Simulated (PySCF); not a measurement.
A structure optimised at PBE-D3(BJ)/def2-SVP, used in a PySCF frequency run:

```xyz
5

Hg     0.0000     0.0000     0.0000
F      1.9312     0.0000     0.0000
F     -1.9312     0.0000     0.0000
F      0.0000    -1.9312     0.0000
F      0.0000     1.9312     0.0000
```

Task: Write its SMILES, formula and point group.

Result: [F][Hg]([F])([F])[F], F₄Hg, D4h

Task: What are its rotational constants (standard atomic weights)?

Result: 3.5662, 3.5662, 1.7831 GHz
